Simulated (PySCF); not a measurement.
B3LYP has the VWN-RPA correlation part, as in Gaussian. 

# C5H8, SMILES `C#CCCC` (charge 0, multiplicity 1)

These are PySCF with B3LYP-D3(BJ)/def2-TZVP values and carry that method's errors.

```
Quantity                        Result
-------------  -----------------------
HOMO                          -7.42 eV
dipole moment                   0.89 D
HOMO–LUMO gap                  8.10 eV
LUMO                           0.68 eV
total energy               -5316.46 eV
cost           roughly 70 core-seconds
```

```xyz
13

C      2.9713    -0.4505     0.2865
C      1.8186    -0.5323    -0.0378
C      0.4130    -0.6029    -0.4123
C     -0.4342     0.5226     0.2018
C     -1.8999     0.4248    -0.2061
H      3.9925    -0.3836     0.5699
H      0.3293    -0.5678    -1.5034
H      0.0075    -1.5726    -0.1057
H     -0.0194     1.4847    -0.1075
H     -0.3411     0.4804     1.2893
H     -2.0134     0.4894    -1.2909
H     -2.3377    -0.5228     0.1170
H     -2.4865     1.2304     0.2380
```
